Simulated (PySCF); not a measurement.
Dipole moment and polarisability of fluorocyclohexane

Fluorocyclohexane, C₆H₁₁F.
Numbering: `[F:1][CH:2]1[CH2:3][CH2:4][CH2:5][CH2:6][CH2:7]1` (hydrogens: H8 on C2; H9, H10 on C3; H11, H12 on C4; H13, H14 on C5; H15, H16 on C6; H17, H18 on C7)

Cartesian coordinates in Å at the GFN2-xTB level; atoms count from 1:
```xyz
18
C6H11F angstrom
F      1.839   -0.277    1.200
C      1.451   -0.065   -0.114
C      0.578   -1.228   -0.570
C     -0.744   -1.251    0.194
C     -1.477    0.078    0.036
C     -0.605    1.219    0.551
C      0.717    1.269   -0.209
H      2.388   -0.034   -0.688
H      1.117   -2.164   -0.413
H      0.391   -1.113   -1.640
H     -0.539   -1.426    1.252
H     -1.364   -2.071   -0.172
H     -2.417    0.051    0.591
H     -1.714    0.244   -1.018
H     -1.125    2.172    0.442
H     -0.399    1.065    1.612
H      0.537    1.482   -1.265
H      1.354    2.057    0.197
```

Level: B3LYP/def2-SVPD (PySCF), static field, nuclei fixed, core orbitals frozen in the response. The polarisability tensor in these axes (au):

```
x   72.39  0.21 -1.53
y    0.21 72.01  1.23
z   -1.53  1.23 64.28
```

Task: What are the eigenvalues, a third of the trace, and Δα (Δα² = ½Σ(αi − αj)² over the three pairs)?

Result: Principal values 63.81, 72.20 and 72.67 au; mean 69.56 au = 10.31 Å³ = 11.47 × 10⁻⁴⁰ C²·m²/J; Δα = 8.64 au (12 % of the mean).

Task: What is the dipole moment, and where does it point?

Result: (-0.83, 0.28, -1.58) D, 1.81 D in size, pointing from the negative to the positive side. Measured along this direction, the outermost atoms are F1 at the negative end and H14 at the positive end.

Task: Traceless (Buckingham) quadrupole moment about the centre of nuclear charge: eigenvalues?

Result: -5.15, 2.01, 3.14 D·Å. The values depend on the origin, since the dipole doesn't vanish. The electronic extent ⟨r²⟩ about the same centre is 720 bohr², a root-mean-square distance of 1.90 Å for the 56 electrons.

Task: Molar refractivity from α?

Result: Lorentz–Lorenz: R = (4π/3)N_A α = 2.5225 cm³/(mol·Å³) × 10.31 Å³ = 26.0 cm³/mol, in the limit of long wavelengths.

Task: Rayleigh depolarisation ratio (linearly polarised light, static tensor)?

Result: ρ = 3Δα²/(45ᾱ² + 4Δα²) = 223.7/(217725 + 298.3) = 0.00103.

One conformer (not necessarily the lowest) at the GFN2-xTB geometry, without solvent, vibrations or thermal averaging.

The run behind these numbers computed excited states as well. The run took 60 s wall on x86-64 server, one thread, on a shared host.
